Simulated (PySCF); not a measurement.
A GIAO shielding run with PySCF 2.14.0 with density-fitted response routines (density fitting, non-relativistic, gas phase) on SMILES C[Si]1([C@@H](F)[SiH3])NCCN1, C4H13FN2Si2:

```
$ OMP_NUM_THREADS=1 python probes_run.py task.json out

{"job": {"kind": "nmr", "xc": "PBE0", "basis": "pcSseg-1"}, "charge": 0, "multiplicity": 1}
C      0.102132     2.612936     0.425005
Si     0.092926     0.742407     0.084385
C      1.893646     0.070414     0.193232
F      2.473148     0.546968     1.380891
Si     2.111425    -1.830140     0.138834
N     -0.932520    -0.282541     1.020180
C     -2.112657    -0.649676     0.266906
C     -1.672839    -0.710117    -1.192815
N     -0.755374     0.393008    -1.377687
H     -0.901476     3.020017     0.499270
H      0.622185     3.154394    -0.358454
H      0.618559     2.817434     1.356987
H      2.489415     0.536998    -0.598934
H      3.538722    -2.137758     0.262262
H      1.621110    -2.278208    -1.169204
H      1.367044    -2.450095     1.231116
H     -1.104345    -0.152327     2.003113
H     -2.911970     0.095284     0.377824
H     -2.492136    -1.619273     0.602155
H     -2.530055    -0.608995    -1.865072
H     -1.186744    -1.675721    -1.388410
H     -0.340607     0.424378    -2.293218
```

Hardware: 1 thread of an Arm Neoverse N1, shared host. The job also computes population analyses, field gradients, ring-centre shieldings.

(1) How large is the calculation?

(2) How long does it take, and how much memory does it need?

Answers

(1) 88 electrons, 232 basis functions and 1241 auxiliary functions.

(2) 88 s of wall time, with 13 SCF cycles and 4 response iterations; peak memory 0.97 GiB. Times on a shared host scatter by some tens of per cent.
